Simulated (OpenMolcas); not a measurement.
A run on Sc.

```json
{
 "Program": "OpenMolcas 26.06",
 "Method": "MS-CASPT2, IPEA 0.15 Eh, sigma1 regulariser 0.05 Eh (closed shells correlated: 3s 3p)",
 "Basis": "ANO-RCC-VDZ [5s4p2d]",
 "Scalar Hamiltonian": "DKH3, point nucleus",
 "Active space": "3 electrons in 6 orbitals (3d 4s)",
 "State averaging": "2S+1 = 4 even, 17 roots; 2S+1 = 2 even, 30 roots kept (CI in the orbitals of an earlier block)",
 "Spin-orbit coupling": "RASSI with atomic mean-field integrals over the reference wave functions, term energies averaged over their components"
}
```

First CASPT2 step and the start of its output:

```
&CASPT2
Multistate=17 1 2 3 4 5 6 7 8 9 10 11 12 13 14 15 16 17
Frozen=2 3
IPEA=0.15
Sig1=0.05
MaxIter=60
WThr=0.0 0.3 0.05
PrWF=0.5
NoMix
```

```
--- CASPT2 ---
Orbital specifications:
      -----------------------

      Symmetry species                           1   2
                                                ag  au
      Frozen orbitals                            2   3
      Inactive orbitals                          1   3
      Active orbitals                            6   0
      Secondary orbitals                         6   6
      Deleted orbitals                           0   0
      Number of basis functions                 15  12
Type of calculation                        MS-CASPT2
      Fock operator                              state-specific
      IPEA shift                                 0.15
      Real shift                                 0.00
      Imaginary shift                            0.00
      Sigma^1 regularizer                        0.05
      The input orbitals will be transformed to quasi-canonical
Reference energy:        -763.2417642541
      E2 (Non-variational):      -0.1857516454
      Shift correction:           0.0000000010
      E2 (Variational):          -0.1857516444
      Total energy:            -763.4275158985
      Residual norm:              0.0000001730
      Reference weight:           0.94527
      Contributions to the CASPT2 correlation energy
      Active & Virtual Only:         -0.0129440584
      One Inactive Excited:          -0.0372471871
      Two Inactive Excited:          -0.1355603999
Reference energy:        -763.2417642541
      E2 (Non-variational):      -0.1848145075
      Shift correction:           0.0000000020
      E2 (Variational):          -0.1848145056
      Total energy:            -763.4265787597
      Residual norm:              0.0000001215
      Reference weight:           0.94648
...
```

Over all roots the printed reference weights run from 0.65 to 0.95, and roots that are degenerate in the reference spread by up to 1300 cm-1.

Question: Did the run give usable levels, and if not, why?

Answer: No. The equations converged, but the reference weight falls to 0.65 for at least one root against 0.95 for the best. A drop of that size marks an intruder state, so the energies of such roots and the levels built on them can't be trusted.
